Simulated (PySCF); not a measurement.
Molecule: SMILES Cc1ccc[n+]([AlH3-])c1, C6H10AlN.

Geometry (Å), atoms numbered from 1 in this order:
```xyz
18

C    -2.4202   -0.9913   -0.3405
C    -1.2277   -0.1144   -0.1409
C    -1.3506    1.2680   -0.0024
C    -0.2200    2.0454    0.1858
C     1.0147    1.4200    0.2302
N     1.1308    0.1091    0.1035
Al    2.7684   -1.0224    0.1752
C     0.0549   -0.6381   -0.0734
H    -2.1208   -1.9655   -0.7164
H    -3.1187   -0.5355   -1.0387
H    -2.9402   -1.1332    0.6066
H    -2.3274    1.7281   -0.0444
H    -0.2939    3.1161    0.2926
H     1.9431    1.9556    0.3671
H     2.3865   -1.8603    1.4576
H     2.5875   -1.7747   -1.2020
H     3.8647    0.0984    0.2934
H     0.2603   -1.6989   -0.1651
```

Frames of a GFN2-xTB Langevin trajectory at 400 K; GIAO PBE0/pcSseg-1 shieldings in PySCF 2.14.0 with density-fitted response routines, gas phase, non-relativistic; equivalent atoms averaged within each frame.

Referencing at the same level of theory: ¹³C (σ = 186.93 ppm), ¹H (σ = 31.72 ppm) vs TMS; ¹⁵N (σ = 267.73 ppm) vs NH3; ²⁷Al (σ = 489.97 ppm) against AlH4-. The references are static minima.

How do the shifts (ppm) fluctuate along the trajectory?

Results:


| time (fs) | C5 | C8 | C3 | C4 | C2 | C1 | N6 | Al7 | H18 | H14 |
| --- | --- | --- | --- | --- | --- | --- | --- | --- | --- | --- |
| optimised geometry | 149.7 | 156.8 | 147.2 | 130.3 | 140.8 | 20.5 | 286.0 | 72.5 | 9.26 | 8.81 |
| 250 | 164.6 | 156.3 | 142.2 | 134.7 | 132.7 | 16.4 | 285.3 | 69.2 | 9.65 | 9.42 |
| 425 | 150.2 | 152.2 | 153.0 | 138.5 | 149.7 | 21.6 | 281.5 | 88.7 | 9.27 | 9.72 |
| 625 | 170.1 | 161.2 | 141.3 | 127.8 | 142.1 | 25.8 | 292.7 | 58.2 | 9.97 | 10.06 |
| 800 | 146.4 | 163.7 | 145.6 | 127.0 | 146.2 | 21.7 | 294.8 | 67.3 | 9.94 | 9.14 |
| 1000 | 147.2 | 163.3 | 145.0 | 128.4 | 136.1 | 21.4 | 284.3 | 79.0 | 10.10 | 8.69 |
| mean of frames | 155.7 | 159.3 | 145.4 | 131.3 | 141.4 | 21.4 | 287.7 | 72.5 | 9.79 | 9.41 |
| standard deviation | 10.9 | 5.0 | 4.6 | 5.1 | 7.0 | 3.3 | 5.7 | 11.7 | 0.33 | 0.53 |

5 frames give an uncertainty of the mean of about the standard deviation over 2.2 at best, since frames this close in time may not be independent; classical motion lacks zero-point vibration, and the reference would need the same averaging.
